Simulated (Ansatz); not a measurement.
In₁₂Sb₁₁H₃₂⁻, a nanocrystal cut from zinc blende InSb (hydrogen-capped). Total charge -1; singlet. Geometry r2SCAN-D4/def2-SVP.

Cartesian coordinates in Å:
```
Sb 2.246 -4.745 -0.507
Sb 1.745 1.472 -4.590
Sb -2.721 2.356 -2.669
Sb -1.918 -4.301 1.067
Sb -4.199 -0.951 -0.051
Sb -0.209 -1.316 -1.984
Sb 3.447 -0.691 0.439
Sb 1.107 2.995 -0.448
Sb -0.526 -0.368 2.620
Sb -3.073 3.097 1.384
Sb 1.038 3.535 3.900
In 1.640 -1.381 -4.157
In -0.470 -4.063 -1.320
In 4.602 -3.345 0.390
In -2.847 -0.539 -2.519
In 2.494 3.666 -2.858
In -1.426 4.106 -0.761
In -4.693 -3.727 0.584
In -0.080 -3.175 2.961
In -3.216 0.330 2.286
In 0.731 0.251 0.185
In 2.455 4.503 1.576
In 0.633 0.858 4.924
H 2.062 -6.030 0.596
H 2.821 -5.746 -1.771
H 2.448 1.787 -6.119
H 0.160 1.835 -5.112
H -4.327 2.913 -2.857
H -2.225 2.825 -4.234
H -1.849 -5.999 1.285
H -5.735 -0.230 -0.285
H 4.303 0.240 -0.706
H 4.078 0.126 1.797
H -4.664 3.576 0.979
H -2.936 4.173 2.701
H -0.529 4.198 3.754
H 1.467 4.546 5.214
H 0.936 -2.104 -5.565
H 3.173 -1.828 -3.468
H -0.810 -5.047 -2.713
H 5.739 -3.361 -0.914
H 4.889 -3.791 2.033
H -3.696 -1.118 -3.915
H 1.759 5.089 -3.529
H 4.198 3.459 -2.611
H -1.762 5.771 -1.104
H -5.180 -4.549 -0.863
H -5.565 -3.754 2.083
H -0.462 -3.651 4.583
H 1.484 -3.459 2.226
H -4.322 0.284 3.622
H 4.070 3.897 1.747
H 2.043 6.178 1.383
H 2.235 0.227 5.131
H -0.559 0.977 6.178
```

In the def2 sets In, Sb take a core potential; there is no spin–orbit coupling. Single mean-field runs in def2-SVP, def2-TZVP are fitted with def2-universal-jkfit.

Problem. Estimate the orbital energies around the gap (eV) in Ansatz with PBE-D4/def2-SVP, PBE-D4/def2-TZVP, PBE0-D4/def2-SVP, PBE0-D4/def2-TZVP, r2SCAN0-D4/def2-TZVP.

Solution. 
| orbital | PBE-D4/def2-SVP | PBE-D4/def2-TZVP | PBE0-D4/def2-SVP | PBE0-D4/def2-TZVP | r2SCAN0-D4/def2-TZVP |
| --- | --- | --- | --- | --- | --- |
| HOMO−13 | -4.34 | -4.44 | -5.33 | -5.39 | -5.56 |
| HOMO−12 | -4.15 | -4.24 | -5.10 | -5.16 | -5.32 |
| HOMO−11 | -4.09 | -4.18 | -5.02 | -5.08 | -5.24 |
| HOMO−10 | -4.05 | -4.15 | -4.99 | -5.04 | -5.20 |
| HOMO−9 | -3.98 | -4.07 | -4.92 | -4.97 | -5.13 |
| HOMO−8 | -3.97 | -4.06 | -4.90 | -4.95 | -5.10 |
| HOMO−7 | -3.90 | -3.99 | -4.81 | -4.86 | -5.01 |
| HOMO−6 | -3.79 | -3.88 | -4.68 | -4.74 | -4.88 |
| HOMO−5 | -3.77 | -3.86 | -4.66 | -4.72 | -4.87 |
| HOMO−4 | -3.64 | -3.73 | -4.50 | -4.55 | -4.70 |
| HOMO−3 | -3.54 | -3.63 | -4.40 | -4.46 | -4.60 |
| HOMO−2 | -3.38 | -3.47 | -4.22 | -4.28 | -4.41 |
| HOMO−1 | -3.32 | -3.41 | -4.15 | -4.21 | -4.34 |
| HOMO | -3.26 | -3.36 | -4.08 | -4.14 | -4.28 |
| LUMO | -0.59 | -0.72 | 0.04 | -0.05 | 0.01 |
| LUMO+1 | -0.37 | -0.50 | 0.29 | 0.19 | 0.25 |
| LUMO+2 | -0.27 | -0.40 | 0.38 | 0.27 | 0.36 |
| LUMO+3 | -0.17 | -0.30 | 0.45 | 0.35 | 0.41 |
| LUMO+4 | -0.12 | -0.26 | 0.54 | 0.43 | 0.52 |
| LUMO+5 | 0.00 | -0.14 | 0.64 | 0.52 | 0.60 |
